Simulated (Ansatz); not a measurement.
Input for Ansatz (a program for electronic structure): R-wB97X-V/def2-TZVPP on AlAsH4O (SMILES [OH][AlH][AsH2]), a point of a torsion scan.

Ansatz 0.2 input:
```yaml
crystal:
  periodic: [false, false, false]
  atoms:
    - {symbol: O, position_ang: [-1.86980648, -0.55384068, 0.40714630]}
    - {symbol: Al, position_ang: [-0.48495391, 0.20070157, -0.06261399]}
    - {symbol: As, position_ang: [1.74630247, -0.43598340, 0.57930115]}
    - {symbol: H, position_ang: [-2.71922315, -0.91835875, 0.61675681]}
    - {symbol: H, position_ang: [-0.69972586, 1.40957562, -1.01009081]}
    - {symbol: H, position_ang: [2.07170433, 1.03402549, 0.43739147]}
    - {symbol: H, position_ang: [1.99302955, -0.59990202, -0.90536579]}
basis:
  gaussian:
    orbitals: def2-TZVPP
hamiltonian:
  xc: {name: wB97X-V}
scf: {lower_state_search: off}
```

Task: What total energy does the run end on?

Result: -2555.7566 hartree.
